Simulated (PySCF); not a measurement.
# What a mistake does to a calculation on BClH2O

Calculated results; nothing here was measured. They come from PySCF 2.14.0, an open-source quantum chemistry program, on an isolated molecule that a program drew, which may never have been made. The molecule is BClH2O (charge 0, singlet), drawn as the SMILES string `OBCl`.

Each row is a Hartree-Fock (HF) and frozen-core CCSD(T) single point in the cc-pV(D+d)Z basis, meant for a local HF minimum. Run 1 is clean. Each other run has one planted mistake out of seven kinds, and not every kind appears here: one electron removed, one electron added, multiplicity raised by two, geometry at a saddle point, minimal basis STO-3G, one bond length entered in bohr, all coordinates scaled. The reference is restricted for singlets and unrestricted otherwise, and also for a bond in bohr. Adding or removing an electron swaps singlet and doublet. Electrons count all cores. HOMO and LUMO are orbital energies over both spins, the gradient is its largest component, and the lowest frequency (negative if imaginary) is given only where the gradient is small. Bond lengths are over the 4 bonds as drawn. T1 is the CCSD diagnostic: over 0.02 (restricted) or 0.045 (unrestricted) a single reference is doubtful.

Geometry of the clean run:
```xyz
5
BClH2O, angstrom
O    -0.7592   -1.0998   -2.0777
B    -0.9709   -1.9309   -1.0533
Cl   -1.7720   -3.4727   -1.3849
H    -0.3276   -0.2950   -1.8312
H    -0.6474   -1.6851    0.0692
```

| run | electrons | basis functions | <S^2> | HOMO (eV) | LUMO (eV) | gradient (hartree/bohr) | lowest frequency (cm^-1) | mean bond (Å) | longest bond (Å) | T1 | HF (hartree) | CCSD(T) (hartree) | mistake |
|---|---|---|---|---|---|---|---|---|---|---|---|---|---|
| 1 | 32 | 61 | 0.000 | -12.15 | 3.59 | 2.9e-05 | 413 | 1.3112 | 1.769 | 0.0133 | -560.31798 | -560.76476 | no fault |
| 2 | 32 | 61 | 0.828 | -12.44 | 1.52 | 1.5e-02 | - | 1.5215 | 1.787 | 0.0618 | -560.18654 | -560.62204 | one bond length entered in bohr |
| 3 | 32 | 61 | 0.000 | -12.13 | 3.93 | 4.7e-02 | - | 1.2666 | 1.709 | 0.0123 | -560.31156 | -560.75512 | all coordinates scaled |
| 4 | 32 | 61 | 2.015 | -4.61 | -2.89 | 6.5e-02 | - | 1.3112 | 1.769 | 0.0725 | -560.05816 | -560.50132 | multiplicity raised by two |
| 5 | 31 | 61 | 0.759 | -20.38 | -9.35 | 7.5e-02 | - | 1.3112 | 1.769 | 0.0312 | -559.92405 | -560.34879 | ? |

**Which mistake was planted in run 5, and what did it cost?**

It counts 31 electrons, one fewer than the clean run, at the same geometry and basis. So the mistake is: one electron removed. Subtracting run 1 and multiplying by 627.51 kcal/mol a hartree, the energy moved by 247.2 kcal/mol in HF and 261.0 kcal/mol in CCSD(T).

Cautions from the logs. Run 2: T1 is over the limit, so its CCSD(T) energy is less reliable; run 4: T1 is over the limit, so its CCSD(T) energy is less reliable.
